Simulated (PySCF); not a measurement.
## From computed data to an observable: oscillator strength and radiative lifetime

C3H8O2Si, SMILES CO[Si@H](O)C=C.

Geometry optimised at PBE0-D3(BJ)/def2-SVP. The structure was generated by enumeration; whether it is a known compound was not checked. Other conformers were not sampled.

TDA-LC-ωPBE/def2-SVPD (PySCF 2.14.0) puts the first singlet state with f over 0.02 at 7.71 eV (vertical), with the transition dipole (-1.370, -0.338, 0.652) in atomic units.

Q: Find the oscillator strength, the wavelength and the radiative lifetime that this transition would have in vacuum if emission retraced absorption.

A: 
|μ|² = 2.4162 au, so |μ| = 3.95 D. ΔE = 7.71/27.211 = 0.2833 hartree. f = (2/3) ΔE |μ|² = 0.456 (the program prints 0.456).
λ = 1239.84/7.71 = 161 nm; ν = 62185 cm⁻¹.
Einstein's coefficient A = 0.6670 ν² f s⁻¹ (ν in cm⁻¹) = 1.2e9 s⁻¹, so τ = 1/A = 0.85 ns. This state is S2; the lower singlet has f = 0.004. The figure is the radiative limit of this one transition; relaxation, internal conversion, crossing to triplets and a medium change what is measured.
